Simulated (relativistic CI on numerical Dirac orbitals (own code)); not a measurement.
Sensitivity of the levels of Pd20+ to α and to the nuclear radius

Method of calculation: Dirac-Coulomb-Breit CI, separate exchange-only KLI orbitals for each configuration, derivatives by finite differences, unscaled Slater integrals, QED left out (own radial code, finite nucleus).

Configuration list (outside the closed core [Ne]): 3s2 3p6 3d8, 3s2 3p5 3d9, 3s2 3p4 3d10, 3s 3p6 3d9, 3p6 3d10, 3s 3p5 3d10, 3s2 3p6 3d7 4s, 3s2 3p6 3d7 4p. Levels of other configurations are missing.

With x = (α/α₀)² − 1 an excitation energy changes as ω = ω₀ + qx; K = 2q/ω₀ is the relative enhancement. Terms are leading LS components, so labels can repeat. The field-shift factor is F = δν/δ⟨r²⟩ for the transition from the lowest level.

Lowest level 3s2 3p6 3d8 3F_4.

| Level | ω₀ (cm⁻¹) | q (cm⁻¹) | F (GHz/fm²) |
| --- | --- | --- | --- |
| 3s2 3p6 3d8 1D_2 | 35086 | 5795 | 0.0487 |
| 3s2 3p6 3d8 3F_3 | 41135 | 43090 | 0.304 |
| 3s2 3p6 3d8 3P_2 | 74066 | 45900 | 0.373 |
| 3s2 3p6 3d8 3P_0 | 89563 | 20440 | 0.255 |
| 3s2 3p6 3d8 3P_1 | 98047 | 44400 | 0.4 |
| 3s2 3p6 3d8 1G_4 | 111647 | 38280 | 0.401 |
| 3s2 3p6 3d8 1D_2 | 114800 | 78410 | 0.573 |
| 3s2 3p6 3d8 1S_0 | 226457 | 68890 | 0.722 |
| 3s2 3p5 3d9 3F°_4 | 1496795 | 61640 | 3.14 |
| 3s2 3p5 3d9 1D°_2 | 1529253 | 73310 | 3.13 |
| 3s2 3p5 3d9 3F°_3 | 1571502 | 99830 | 3.18 |
| 3s2 3p5 3d9 3D°_2 | 1616317 | 105300 | 3.34 |
| 3s2 3p5 3d9 3P°_1 | 1623627 | 92620 | 3.11 |
| 3s2 3p5 3d9 3P°_0 | 1633398 | 110300 | 3.35 |
| 3s2 3p5 3d9 3D°_3 | 1652143 | 118000 | 2.54 |
| 3s2 3p5 3d9 3D°_1 | 1671823 | 95570 | 2.76 |
| 3s2 3p5 3d9 3F°_2 | 1790350 | 359100 | -1.26 |
| 3s2 3p5 3d9 3P°_2 | 1819573 | 317300 | -1.67 |
| 3s2 3p5 3d9 1F°_3 | 1898371 | 274100 | -0.347 |
| 3s2 3p5 3d9 1P°_1 | 1933492 | 355800 | -1.87 |
| 3s 3p6 3d9 3D_3 | 2680928 | 373900 | -290 |
| 3s 3p6 3d9 3D_2 | 2699118 | 382500 | -287 |
| 3s 3p6 3d9 3D_1 | 2728050 | 420800 | -289 |

At this charge energies of transitions that change n are usually good to better than 1 %, and those within a shell (Δn = 0) to a few per cent. Terms inside the open d or f shell come out 10 to 20 % too wide with unscaled integrals.

(1) Which transition from the lowest level has the largest |K|?

## Answers

(1) 3s2 3p6 3d8 3F_3 at 41135 cm⁻¹, K = 2.09.
